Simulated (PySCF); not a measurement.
C7H10OSi.
Bonds: C1–C2 (double), C2–C3, C3–C4 (double), C4–Si5, Si5–C6, C4–C7, C7–C8 (double), C8–O9, C2–O9. Hydrogens: H10, H11 on C1; H12 on C3; H13, H14 on Si5; H15, H16, H17 on C6; H18 on C7; H19 on C8.

Probes without a nucleus sit at each ring's centroid and 1 Å off its mean plane on both sides; NICS is minus the shielding there, NICSzz its component along the normal. Level: GIAO PBE0/pcSseg-1 (PySCF, non-relativistic, gas phase) on the GFN2-xTB geometry, one conformer.

Ring bond lengths (Å), with Mayer bond orders in brackets: C2–C3 1.445 (1.08), C3–C4 1.350 (1.69), C4–C7 1.446 (1.09), C7–C8 1.339 (1.73), C8–O9 1.342 (1.06), O9–C2 1.387 (0.93).

Task: Give the NICS values of each ring in ppm.

Result: 
```json
{"ring": "C2–C3–C4–C7–C8–O9", "type": "6-membered ring with O; formal bonds 2 double, 4 single", "NICS(0)": "5.0", "NICS(1), two faces": "0.8 / 0.8", "NICS(1)zz, two faces": "7.6 / 8.0", "rms pucker (Å)": "0.00", "centre to ring atoms, mean (Å)": "1.38"}
```

Task: What do they say, and how far can they be read as aromaticity?

Result: 
- C2–C3–C4–C7–C8–O9: mean NICS(1)zz 7.8 ppm, deshielded. That is too small in size for a clear verdict by the NICS criterion.

Task: How equal are the bonds by HOMA? HOMA = 1 − mean of α(R − Ropt)² over the ring bonds, with Krygowski's 1993 parameters (CC: Ropt 1.388 Å, α 257.7 Å⁻²; CO: Ropt 1.265 Å, α 157.38 Å⁻²).

Result: 
- C2–C3–C4–C7–C8–O9: HOMA 0.00; the largest term is that of O9–C2, α(R − Ropt)² = 2.34. The geometric and the magnetic index point the same way.

Task: Give the inner angles of the rings and the Hirshfeld charges of the ring atoms.

Result: 
- C2–C3–C4–C7–C8–O9: C2 117.8° (+0.067 e), C3 122.5° (-0.054 e), C4 116.6° (-0.092 e), C7 119.5° (-0.093 e), C8 124.7° (+0.043 e), O9 118.9° (-0.071 e); sum 720.0° against 720° for a flat convex ring.

On an Arm Neoverse N1 with one thread (shared host), this took 83 s and 0.94 GiB of memory at its peak. This is the whole shielding run at PBE0/pcSseg-1, SCF included.

The values belong to the conformer `[CH2:1]=[C:2]1[CH:3]=[C:4]([SiH2:5][CH3:6])[CH:7]=[CH:8][O:9]1`: C3–C4–Si5–C6 94°.
